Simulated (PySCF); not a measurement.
Computed shifts of a molecule C₃H₁₀OSi, PBE/pcSseg-1 run with PySCF, GIAO, gas phase, equivalent atoms averaged, in ppm (number of nuclei): ²⁹Si: -1.8 (1). ¹³C: 23.4 (1), 21.6 (1), 18.1 (1). ¹H: 5.43 (1), 4.80 (1), 1.48 (3), 1.18 (3), 1.12 (1), 0.56 (1). References: ²⁹Si against TMS (σ = 335.4 ppm); ¹⁷O against H2O (σ = 334.3 ppm); ¹³C against TMS (σ = 182.0 ppm); ¹H against TMS (σ = 31.49 ppm), references at their B3LYP-D3(BJ)/def2-TZVP geometries, non-relativistic. Coordinates come from a B3LYP-D3(BJ)/def2-SVP optimisation. The values are those of a single conformer.

Task: Which molecule gave these data?
(A) CC[SiH2]CO
(B) CO[SiH](C)C
(C) CC(C)[SiH2]O
(D) C[SiH2]CCO

Result: C, CC(C)[SiH2]O
